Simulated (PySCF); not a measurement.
C4H13NOSi2.
SMILES with atom numbers: `[CH3:1][O:2][CH2:3][Si@H:4]1[CH2:5][CH2:6][SiH2:7][NH:8]1` (hydrogens: H9, H10, H11 on C1; H12, H13 on C3; H14 on Si4; H15, H16 on C5; H17, H18 on C6; H19, H20 on Si7; H21 on N8)

Geometry (PBE0-D3(BJ)/def2-SVP, Å), atoms numbered from 1 in this order:
```xyz
21
C4H13NOSi2 angstrom
C      3.566    0.820    0.584
O      2.248    0.385    0.472
C      2.115   -0.867   -0.142
Si     0.275   -1.314   -0.227
C     -0.572   -0.972    1.426
C     -2.008   -0.478    1.166
Si    -1.994    0.543   -0.428
N     -0.665   -0.248   -1.237
H      4.051    0.928   -0.407
H      4.182    0.122    1.186
H      3.560    1.801    1.080
H      2.565   -0.872   -1.159
H      2.654   -1.659    0.425
H      0.225   -2.743   -0.686
H      0.035   -0.171    1.884
H     -0.542   -1.827    2.119
H     -2.683   -1.335    0.995
H     -2.420    0.078    2.024
H     -3.275    0.442   -1.198
H     -1.756    2.004   -0.182
H     -0.420   -0.051   -2.200
```

Level of theory: TDDFT CAM-B3LYP/def2-SVPD, vertical, gas phase, core orbitals frozen in the response (PySCF 2.14.0, density-fitted response routines).

Computed states:

```tsv
state	E (eV)	f
S1	6.39	0.0087
S2	7.00	0.015
S3	7.15	0.029
S4	7.37	0.024
S5	7.55	0.035
S6	7.65	0.021
S7	7.70	0.0071
S8	7.79	0.031
S9	7.91	0.023
S10	7.94	0.036
```

Each state is given a Gaussian of 0.4 eV full width at half maximum, with ε(max) = 2.175×10⁸ f / Δν̃ (Δν̃ the width in cm⁻¹). The width is an assumption, not a result. The curve ends short of the highest state used, and states not computed would add to its high-energy end.

Q: What does the envelope look like, and where are its maxima?

A: 
```
λ (nm)  ε (L mol⁻¹ cm⁻¹)
 168.8              4326
 170.8              3919
 172.8              3636
 174.7              3279
 176.7              2698
 178.7              1970
 180.7              1266
 182.6               754
 184.6               439
 186.6               335
 188.6               376
 190.5               475
 192.5               566
 194.5               588
 196.5               530
 198.4               423
 200.4               293
 202.4               180
 204.4                98
 206.3                50
 208.3                22
 210.3                 9
 212.3                 3
 214.2                 1
```

Maxima: 194 nm (6.39 eV), ε about 590, made up of S1 (100%) (ε in L mol⁻¹ cm⁻¹; maxima over ε = 5, shares over 10%). At its high-energy end, 7.34 eV, the curve is still rising (ε about 4300, from S3, S4 and S5).

Q: On this curve, what absorbance would a 10⁻³ mol/L sample give at 193 nm over a 1 cm path?

A: 193 nm is 6.424 eV, where ε is about 580 L mol⁻¹ cm⁻¹, so A = ε c l ≈ 0.58 (Beer–Lambert, with the gas-phase spectrum and the assumed width).

Q: Coming from long wavelengths, where does ε first pass 100 L mol⁻¹ cm⁻¹?

A: At about 204 nm (6.07 eV), 0.32 eV below S1.

Q: What would ε be at 6.39 eV, the highest of these maxima, with half the width (0.2 eV)?

A: About 1180 L mol⁻¹ cm⁻¹ against 590, a factor of about 1.99; a lone state at its own centre would give exactly 2.

All these states lie below the vertical ionisation energy of 9.04 eV (ΔSCF).

Hardware: one thread of an Intel Xeon Platinum 8488C, on a shared host. Cost: 8.2 min (with the writing of density and orbital grids), 1.4 GiB resident at most.

One conformer stands for the species.
